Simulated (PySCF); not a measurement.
# Stationary points of Ga(OH)₂

These are results of PBE0/[Ga def2-TZVP, O def2-TZVP, H def2-TZVP], no relativity, density fitting, PySCF, not measurements.

Relaxations began from a few typed shapes; open shells are unrestricted. The search is not exhaustive: other isomers or separated fragments can lie lower, and high-lying points may rest on an excited occupation.

| spin | group | bonds | angles | imaginary modes (cm⁻¹) | ΔE (kJ/mol) | ΔE with ZPE (kJ/mol) |
| --- | --- | --- | --- | --- | --- | --- |
| doublet | C2v | Ga–O 1.797 Å (×2), O–H 0.960 Å (×2) | Ga–O–H 113.7° (×2), O–Ga–O 113.5° | none | 0.0 | 0.0 |
| doublet | Cs | Ga–O 1.795 Å, Ga–O 1.804 Å, O–H 0.960 Å, O–H 0.963 Å | Ga–O–H 111.2°, Ga–O–H 114.8°, O–Ga–O 115.0° | none | 3.9 | 3.5 |
| doublet | C2h | Ga–O 1.843 Å (×2), O–H 0.966 Å (×2) | Ga–O–H 113.9° (×2), O–Ga–O 180.0° | 328i, 235i, 130i | 91.3 | – |

The lowest minimum found is the doublet C2v: Ga–O 1.797 Å (×2), O–H 0.960 Å (×2); Ga–O–H 113.7° (×2), O–Ga–O 113.5°.
